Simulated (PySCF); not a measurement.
ethylene carbonate (C3H4O3), SMILES O=C1OCCO1. Atoms are numbered in the order given.

```xyz
10

O      0.0000     0.0000     2.0398
C      0.0000     0.0000     0.8521
O      0.1039    -1.1064     0.0699
C     -0.1139    -0.7585    -1.2945
C      0.1139     0.7585    -1.2945
O     -0.1039     1.1064     0.0699
H      0.5924    -1.3113    -1.9286
H     -1.1445    -1.0295    -1.5789
H     -0.5924     1.3113    -1.9286
H      1.1445     1.0295    -1.5789
```
Charge 0, spin multiplicity 1.

Coordinates come from a B3LYP-D3(BJ)/def2-SVP optimisation. Other conformers were not sampled.

These are PBE/def2-TZVP (PySCF) values and carry that method's errors.

The molecule is in vacuum.

```yaml
total_energy: -342.16909 hartree
point_group: C2
highest_occupied_level: -6.99 eV
lowest_empty_level: -0.27 eV
orbital_gap: 6.72 eV
dipole_moment: 1.062 e·Å
quadrupole, principal values (traceless, Buckingham form, about the centre of nuclear charge): -2.07, -1.73, 3.80 D·Å
mean_static_polarisability: 44.3 bohr³ (6.56 Å³)
polarisability_principal_values: 34.2, 41.7, 56.9 bohr³
```
